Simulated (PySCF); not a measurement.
**Orbital picture of GeP⁺**

PBE at R = 2.320 Å; Ge def2-SVP, P def2-SVP; no relativity (PySCF 2.14). State: ³Σ⁻ (triplet), unpaired electrons π ↑↑. Only the outer orbitals are listed, counted within each symmetry.

| spin | orbital | occ. | ε (eV) | on Ge (%) | main shells (%) |
| --- | --- | --- | --- | --- | --- |
| α | 10σ | 1 | -22.06 | 27 | 68 P s, 22 Ge s |
| α | 11σ | 1 | -17.77 | 67 | 67 Ge s, 28 P s |
| α | 5π | 1 | -12.98 | 24 | 75 P p, 23 Ge p |
| α | 5π | 1 | -12.98 | 24 | 75 P p, 23 Ge p |
| α | 12σ | 1 | -12.60 | 45 | 51 P p, 35 Ge p, 9 Ge s |
| α | 6π | 0 | -9.89 | 76 | 76 Ge p, 23 P p |
| α | 6π | 0 | -9.89 | 76 | 76 Ge p, 23 P p |
| α | 13σ | 0 | -6.24 | 67 | 65 Ge p, 34 P p |
| β | 10σ | 1 | -20.83 | 40 | 56 P s, 34 Ge s |
| β | 11σ | 1 | -17.01 | 59 | 57 Ge s, 37 P s |
| β | 12σ | 1 | -12.19 | 46 | 50 P p, 38 Ge p |
| β | 5π | 0 | -11.45 | 45 | 54 P p, 44 Ge p |
| β | 5π | 0 | -11.45 | 45 | 54 P p, 44 Ge p |
| β | 6π | 0 | -8.92 | 56 | 56 Ge p, 44 P p |

Question: Which are the highest filled and the lowest empty level, where do they sit, and how wide is the gap?

Answer: Highest filled β 12σ at -12.19 eV (in %: 50 P p, 38 Ge p); lowest empty β 5π at -11.45 eV (in %: 54 P p, 44 Ge p); the gap at PBE is 0.74 eV.

```
bond order (Mayer)                                                                                                : 1.65
⟨S²⟩                                                                                                              : 2.004
charge on Ge (Mulliken, basis-dependent)                                                                          : 0.68
charge on Ge (Löwdin, basis-dependent)                                                                            : 0.57
dipole moment (positive dipole points towards P; it is taken about the centre of mass and depends on that origin) : 0.36 D
polarisability along the bond                                                                                     : 72.7 bohr³
polarisability across the bond                                                                                    : 30.8 bohr³
```

Spin–orbit coupling is left out. The state was picked by a PBE0 search and need not be the measured ground state.
